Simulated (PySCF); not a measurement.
A calculated (LDA, PySCF 2.14, 6-31G*, the non-relativistic Hamiltonian (point nucleus)) atom or ion has these occupied shells.

```json
{"shell": "1s α", "electrons": "1", "orbital energy (eV)": "-679.73", "rms radius, mean of both spins (bohr)": "0.205"}
{"shell": "1s β", "electrons": "1", "orbital energy (eV)": "-677.84", "rms radius, mean of both spins (bohr)": "0.205"}
{"shell": "2s α", "electrons": "1", "orbital energy (eV)": "-48.622", "rms radius, mean of both spins (bohr)": "1.08"}
{"shell": "2s β", "electrons": "1", "orbital energy (eV)": "-44.635", "rms radius, mean of both spins (bohr)": "1.08"}
{"shell": "2p α", "electrons": "3", "orbital energy (eV)": "-30.084", "rms radius, mean of both spins (bohr)": "1.11"}
{"shell": "2p β", "electrons": "1", "orbital energy (eV)": "-26.174", "rms radius, mean of both spins (bohr)": "1.11"}
```

Question: Name the element and its charge.

Answer: F⁺ (fluorine, charge +1), in [He] 2s2 2p4, high-spin 3P determinant.
